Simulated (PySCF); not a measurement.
## TmBr2 at several levels of theory

Computed with PySCF 2.14.0 (density fitting, no spin-orbit coupling) at the geometry relaxed with PBE0:

```xyz
3
TmBr2 (singlet in the valence; each metal's 4f electrons, 13 of them, lie in its core potential, out of spins and levels)
Tm    0.0000    0.0000    0.1977
Br    2.7291    0.0000    0.2245
Br   -2.7291    0.0000    0.2245
```

```csv
level,basis,state,HOMO (eV),gap (eV),charge on Tm1 (e),population of f-type functions on Tm1 (polarisation alone where 4f lies in the core),dipole about the centre of mass (D),largest force component (eV/Å)
PBE0,"Tm lcecp-0-SVP with ECP59, Br def2-SVP",singlet,–,–,0.81,0.01,0.16,0.00
TPSSh,the same,singlet,–,–,0.81,0.01,0.16,0.07
PBE0,"Tm lcecp-0-TZVP with ECP59, Br def2-TZVP",singlet,–,–,1.18,0.01,0.16,0.01
```

In the lcecp rows the 4f levels are missing from HOMO and gap, and the state counts the valence alone.

Charges are Mulliken's, which hang on the basis. The relaxation used the grid (50, 194), these runs (75, 302) or, all-electron (x2c bases, spin-free X2C Hamiltonian), (99, 590).

(1) What does CAM-B3LYP with Tm lcecp-0-SVP with ECP59, Br def2-SVP give here?

An lcecp potential fixes the number of 4f electrons, so in runs with it no electron can move into or out of that shell.

Answers

(1) state singlet, charge on Tm1 (e) 0.78, population of f-type functions on Tm1 (polarisation alone where 4f lies in the core) 0.01, dipole about the centre of mass (D) 0.16, largest force component (eV/Å) 0.01. Time: 5.7 s on 2 threads of Arm Neoverse V2, with other jobs on the host, from an already converged density.
